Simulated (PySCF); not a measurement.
Species: C5H8NO (doublet state).
Structure used (GFN2-xTB), in Å, numbered top down from 1:
```
atom  x, y, z in Å
N1     2.2461   -0.3621    1.0763
C2     1.7414    0.3201    0.1583
C3     0.5779   -0.0756   -0.7309
C4    -0.5295    0.9987   -0.7264
C5    -1.5271    0.4078    0.1891
C6    -1.1432   -0.9781    0.5184
O7    -0.0168   -1.2843   -0.2826
H8     1.7980   -1.2734    1.1943
H9     2.1709    1.2980   -0.0426
H10    0.9732   -0.2650   -1.7368
H11   -0.9392    1.1505   -1.7344
H12   -0.1561    1.9701   -0.3851
H13   -2.3790    0.9116    0.5936
H14   -0.8950   -1.0922    1.5922
H15   -1.9260   -1.7182    0.2948
```

The hyperfine couplings belong to this conformer and change with its torsions.

The species is `[H]/N=C\[C@@H]1C[CH]CO1` [radical].

The calculation used UKS B3LYP, pcH-1 on C H N O, non-relativistic, mean-field spin-orbit, GIAO (PySCF). Isolated species at its GFN2-xTB geometry (one conformer only). Couplings are sensitive to structure, and on GFN2-xTB geometries they can be far from those on DFT ones. No stability test was run, so a lower SCF solution isn't excluded.

Computed for the main isotopes (class means, splittings of 0.05 mT or more): g = 2.0026; H11 1H +139.9 MHz (4.99 mT); H14 1H +129.3 MHz (4.61 mT); H15 1H +110.0 MHz (3.93 mT); H12 1H +90.4 MHz (3.23 mT); H13 1H -64.2 MHz (2.29 mT); H9 1H +1.4 MHz (0.05 mT); 64 first-order lines, 19.10 mT wide.

Problem. What changes when 1H at H14 is replaced by 2H?

Solution. Only the nuclear moment changes in this model. The ratio of g factors is 0.85744/5.58569 = 0.1535, so a goes from +129.3 to +19.8 MHz (0.708 mT). The spin goes from 1/2 to 1, so the 1:1 doublet becomes a 1:1:1 triplet. The spectrum then has 96 first-order lines over 15.90 mT.

Problem. Where do the 13C satellites of C5 appear, and how strong are they?

Solution. a = +88.8 MHz, or 3.17 mT in magnitude, and I = 1/2, so to first order each main line has two satellites, at ±1.58 mT. The isotope's abundance is about 1.07 %, shared among 2 lines, so each has 0.54 % of the main line's intensity.

Problem. Give position and intensity of the satellites from 13C at C6.

Solution. a = -37.2 MHz, or 1.33 mT in magnitude, and I = 1/2, so to first order each main line has two satellites, at ±0.66 mT. The isotope's abundance is about 1.07 %, shared among 2 lines, so each has 0.54 % of the main line's intensity.

Problem. Where do the 13C satellites of C4 appear, and how strong are they?

Solution. a = -34.9 MHz, or 1.25 mT in magnitude, and I = 1/2, so to first order each main line has two satellites, at ±0.62 mT. The isotope's abundance is about 1.07 %, shared among 2 lines, so each has 0.54 % of the main line's intensity.

Hardware: an Arm Neoverse V1 with one thread, on a shared host. Cost: 49 s of wall time (with the writing of density and orbital grids), 1.0 GiB resident at most.
